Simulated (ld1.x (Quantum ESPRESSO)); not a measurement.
# Ce (Z = 58): one change to a TM potential, before and after

Ce (Z = 58), norm-conserving Troullier–Martins (Kleinman–Bylander form), made with ld1.x (Quantum ESPRESSO) 7.5 (LDA (PZ), scalar-relativistic). Core [Xe], reference 4f1 5d1 6s1.75 6p0.25. Waves: 6s (bound): rc 2.80 bohr; 5d (bound): rc 3.90 bohr; 4f (bound): rc 1.50 bohr; 6p (bound): rc 3.85 bohr. Local part: the p channel. Core correction: none.

All-electron outer shells of the reference configuration (LDA (PZ), scalar-relativistic, ld1.x):

```csv
shell,level (eV),outermost node (bohr),outermost maximum (bohr)
5s,-41.02,0.75,1.37
5p,-23.59,0.81,1.53
4f,-5.90,–,0.71
6s,-4.06,1.81,3.68
5d,-3.42,0.92,2.18
6p,-1.56,2.15,4.84
```

Change: wave 5d (bound): rc 3.90 bohr becomes 5d (bound): rc 2.54 bohr.

Cutoffs: the cutoffs (Ry, on a coarse ladder) from which the occupation-weighted sum of valence levels, in a spherical-Bessel basis at the reference potential, stays within 10 and 1 mRy of its value at 400 Ry; they do not see the model core or the augmentation charge, which bear on the density cutoff. Errors are all-electron minus pseudo energies relative to the spin-unpolarised reference configuration.

Question: What does the change do?

Answer: The potential gets neither clearly harder nor softer (140 Ry and 160 Ry → 140 Ry and 160 Ry); both files keep a bound ghost (s); the errors of the 8 common tests hardly move.

```csv
quantity,base,changed
"cutoff, loose",140 Ry,140 Ry
"cutoff, tight",160 Ry,160 Ry
bound ghosts,s,s
"tests counted (converged, no solver errors)",8 of 9,8 of 9
"error for 4f1 5d1 6s2 6p0, meV [ΔE -0.62 eV]",+1.4,+1.4
"error for 4f1 5d1 6s1 6p0, meV [ΔE 5.65 eV]",+70,+70
"error for 4f1 5d1 6s0 6p0, meV [ΔE 17.00 eV]",+84,+88
"error for 4f2 5d0 6s1 6p0, meV [ΔE 4.82 eV]",-306,-264
"error for 4f1 5d0 6s0 6p0, meV [ΔE 36.33 eV]",+651,+611
"error for 4f1 5d1 6s0 6p1, meV [ΔE 8.80 eV]",+33,+35
"error for 4f1 5d1 6s1.75 6p0.25 (spin-polarised), meV [ΔE -0.40 eV]",+1704,+1717
"error for 4f1 5d1 6s2 6p0 (spin-polarised), meV [ΔE -0.94 eV]",+1674,+1688
```

Base: Tests not counted: 4f0 5d1 6s2 6p0 (solver errors, printed error -26.7 eV). These tests converged, but a pseudo level misses the all-electron one widely, so the file describes the atom poorly there or has found another state: 4f2 5d0 6s1 6p0: 4f by 1.5 eV; 4f1 5d0 6s0 6p0: empty 6s by 4.3 eV. Changed file: Tests not counted: 4f0 5d1 6s2 6p0 (solver errors, printed error -26.8 eV). These tests converged, but a pseudo level misses the all-electron one widely, so the file describes the atom poorly there or has found another state: 4f2 5d0 6s1 6p0: 4f by 1.5 eV; 4f1 5d0 6s0 6p0: empty 6s by 4.4 eV. A true bound ghost makes a file unfit for plane-wave use even where its test errors are small: the radial tests pick states by their node count and pass the ghost by. Where a test does run into it, the solver fails or the error is huge.
